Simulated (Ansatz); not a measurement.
Consider the formal exchange of groups at the Se–Al bond: `C[Se][AlH2]` + `OC/C=C/Cl` → `C[Se]CO` + `[AlH2]/[CH]=C/Cl`.

Program: Ansatz. Geometries: PBE0-D4/def2-TZVP. ΔE: electronic, gas phase. CCSD(T)/CBS is the MP2 limit (def2-TZVPP, def2-QZVPP) plus CCSD(T) − MP2 in def2-TZVPP, frozen cores. Double bonds are as drawn, so ΔE can hold a change between cis and trans. DFT in def2-TZVPP. For Se outer-core shells are correlated without core-valence functions, which leaves a few kJ/mol of doubt a bond. Scalar relativity is left out up to krypton. One conformer a species, not always the lowest.

| level | ΔE (kJ/mol) |
| --- | --- |
| r2SCAN-D4 | 102.2 |
| MP2/CBS(def2) | 103.9 |

Q: What does CCSD(T)/CBS give? (Estimate.)

A: Computed: +105.6 kJ/mol. The listed levels differ from it by -3.4, -1.7 kJ/mol.

Largest T1 diagnostic among the species: 0.011.

From PBE to PBE0 (25 % exact exchange), in def2-TZVPP and without D4, ΔE moves by +6.8 kJ/mol. In def2-TZVPP, CCSD(T) changes the Hartree–Fock value by −13.0 kJ/mol (the triples alone add −2.5 kJ/mol) and MP2 by −14.6 kJ/mol.
